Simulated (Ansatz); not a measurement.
Cost and result for the atomization energy of `[SiH3][B]1[AlH][S]1` (8 atoms, 8 bonds).

Charge 0, multiplicity 1. Geometry: relaxed with PBE0-D4/def2-TZVP. Program: Ansatz. All runs use 2 threads of an Arm Neoverse V1 on a shared host. Times are those of one run each, without the atoms' runs, and a repeat can differ threefold. Electronic energies, without spin–orbit coupling; frozen cores. CCSD(T)/CBS adds CCSD(T) − MP2 in def2-TZVPP to the MP2 limit, and its time is that of the two runs behind it. T1 = 0.017.

CCSD(T)/CBS is a level of theory with its own doubt, some kJ/mol a heavy atom from the limit and from the frozen cores, so smaller differences don't rank the functionals.

| level | functions | wall time |
| --- | --- | --- |
| LDA (SPW92)/def2-TZVPP | 213 | 1.9 s |
| CCSD(T)/def2-SVP | 88 | 2.4 s |
| PBE0-D4/def2-TZVPP | 213 | 4.3 s |
| BHLYP-D4/def2-TZVPP | 213 | 4.9 s |
| CAM-B3LYP-D4/def2-TZVPP | 213 | 5.5 s |
| r2SCAN-D4/def2-TZVPP (with forces) | 213 | 7.5 s |
| r2SCANh-D4/def2-TZVPP | 213 | 7.5 s |
| B2PLYP/def2-TZVPP | 213 | 7.5 s |
| PBE-QIDH/def2-TZVPP | 213 | 8 s |
| ωB97X-V/def2-TZVPP | 213 | 13 s |
| MP2/def2-QZVPP | 387 | 31 s |
| CCSD(T)/def2-TZVPP | 213 | 67 s |
| CCSD(T)/CBS(def2) | – | 97 s |

What atomization energy does each give, and how far from CCSD(T)/CBS? (Best estimate.)

The calculation gave: 
| level | atomization (kcal/mol) | difference from CCSD(T)/CBS | per bond |
| --- | --- | --- | --- |
| LDA (SPW92)/def2-TZVPP | 637.9 | 72.5 | 9.1 |
| CCSD(T)/def2-SVP | 530.2 | -35.2 | -4.4 |
| PBE0-D4/def2-TZVPP | 566.2 | 0.8 | 0.1 |
| BHLYP-D4/def2-TZVPP | 553.9 | -11.5 | -1.4 |
| CAM-B3LYP-D4/def2-TZVPP | 563.1 | -2.3 | -0.3 |
| r2SCAN-D4/def2-TZVPP (with forces) | 574.1 | 8.7 | 1.1 |
| r2SCANh-D4/def2-TZVPP | 570.9 | 5.5 | 0.7 |
| B2PLYP/def2-TZVPP | 556.6 | -8.8 | -1.1 |
| PBE-QIDH/def2-TZVPP | 564.0 | -1.4 | -0.2 |
| ωB97X-V/def2-TZVPP | 571.7 | 6.3 | 0.8 |
| MP2/def2-QZVPP | 564.9 | -0.5 | -0.1 |
| CCSD(T)/def2-TZVPP | 549.2 | -16.2 | -2.0 |
| CCSD(T)/CBS(def2) | 565.4 | 0.0 | 0.0 |

From PBE to PBE0 (25 % exact exchange), in def2-TZVPP and without D4, the atomization energy moves by −4.1 kcal/mol: exact exchange takes away binding that semilocal exchange gives to molecules. The D4 term adds +7.7 kcal/mol with B3LYP and +4.0 kcal/mol with PBE0; it sums over pairs of atoms, weighted by their polarisabilities, and B3LYP, whose exchange is more repulsive, gets the larger term. Leaving LDA and LC-ωPBE aside and taking each functional with its dispersion term where it has one, the values, not all of them listed here, spread over 27.5 kcal/mol, from BHLYP-D4 to B97M-V. LDA lies +71.5 kcal/mol from PBE without D4, its usual overbinding.

B3LYP here is the variant with VWN-RPA as its local correlation; programs differ in this.
